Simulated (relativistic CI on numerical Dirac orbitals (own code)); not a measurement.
Spin-allowed bands of a d3 ion in an octahedral site, by hand

Problem. Take Δ = 6750 cm⁻¹ and B = 440 cm⁻¹ for a d3 ion in an octahedral site. Calculate the three spin-allowed bands.

Working.
1. The terms of highest spin are 4F (energy 0) and 4P (15B = 6600 cm⁻¹). Here the F term splits into A2 at −1.2Δ = -8100, T2 at −0.2Δ = -1350 and T1 at +0.6Δ = 4050 cm⁻¹.
2. The two T1 states mix through the element 0.4Δ: H = [[4050, 2700], [2700, 6600]], with roots ½(H₁₁ + H₂₂) ∓ ½√[(H₂₂ − H₁₁)² + 4H₁₂²] = ½(10650) ∓ ½(5972) = 2339 and 8311 cm⁻¹.
3. The ground term is 4A2 at -8100 cm⁻¹.
4. Bands: 4T2 6750 cm⁻¹ (1481 nm), 4T1(F) 10439 cm⁻¹ (958 nm), 4T1(P) 16411 cm⁻¹ (609 nm).

Check. Exact diagonalisation of the whole d3 shell with these parameters gives 4T2 6750, 4T1 10439, 4T1 16411 cm⁻¹. The match is exact, since without spin-orbit coupling no other term has this spin. The ratio of the second band to the first, 1.547, depends on Δ/B = 15.3 alone, which is how a Tanabe-Sugano diagram is read.
